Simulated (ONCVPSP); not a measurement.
Se (Z = 34): excitation energies, all-electron against ONCV

ONCVPSP 4.0.1 input, shortened (lines: element, Z, core and valence counts, functional; n l f; lmax; l rc ep ncon nbas qcut; lloc lpopt rc5 dvloc0; l nproj debl; icmod fcfact rcfact), PW91, scalar-relativistic:

```
  Se 34.00    3    5  -109134      upf
    1    0    2.00
    2    0    2.00
    2    1    6.00
    3    0    2.00
    3    1    6.00
    3    2   10.00
    4    0    1.75
    4    1    4.25
    2
    0    0.95    0.00    4    7   10.10
    1    1.00    0.00    5   10   14.70
    2    0.75    0.00    3    8   16.70
    4    2    0.55    3.00
    0    2    1.60
    1    2    1.50
    2    2    2.80
    3    5.50    1.15
```

Energies are relative to the spin-unpolarised reference configuration 3s2 3p6 3d10 4s1.75 4p4.25; without spin polarisation the order of configurations can differ from experiment.

```tsv
valence configuration	charge	ΔE all-electron (eV)	error AE − PS (meV)
3s2 3p6 3d10 4s2 4p3	+1	8.195	-0.5
3s2 3p5 3d10 4s2 4p4	+1	161.706	-161
```

What are ΔE and the potential's error for 3s2 3p6 3d10 4s2 4p4?

ΔE = -2.707 eV all-electron; the error (AE − PS) is +0.1 meV.

What are ΔE and the potential's error for 3s2 3p6 3d10 4s2 4p2?

ΔE = 28.620 eV all-electron; the error (AE − PS) is -1.9 meV.
